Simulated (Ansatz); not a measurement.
Results of the Gaussian-basis code of Ansatz.

`FC#C[SeH]`. Charge 0, multiplicity 1. The geometry is a stationary point of PBE0-D4/def2-TZVP. It is one conformer, not always the lowest.

```xyz
5

F     0.421   -1.509    1.979
C     0.329   -0.753    0.960
C     0.228   -0.040    0.003
Se    0.237    1.033   -1.474
H    -1.215    1.271   -1.468
```

What is the dipole moment at r2SCAN/def2-TZVPP? (Estimate.)

The calculation gave: 0.70 D, with components (-0.59, 0.28, -0.26) D in this frame, pointing from negative to positive charge.

And with PBE, B3LYP, ωB97M-V? (An estimate is asked.)

The calculation gave: PBE 0.66 D, B3LYP 0.77 D, ωB97M-V 0.75 D.

Give the Mulliken charges with r2SCAN, PBE, B3LYP in def2-TZVPP. (Best estimate.)

The calculation gave: 
| atom | r2SCAN | PBE | B3LYP |
| --- | --- | --- | --- |
| F1 | -0.13 | -0.09 | -0.13 |
| C2 | 0.31 | 0.22 | 0.31 |
| C3 | -0.33 | -0.28 | -0.34 |
| Se4 | 0.09 | 0.09 | 0.11 |
| H5 | 0.06 | 0.06 | 0.05 |

B3LYP here is the variant with VWN-RPA as its local correlation; programs differ in this.
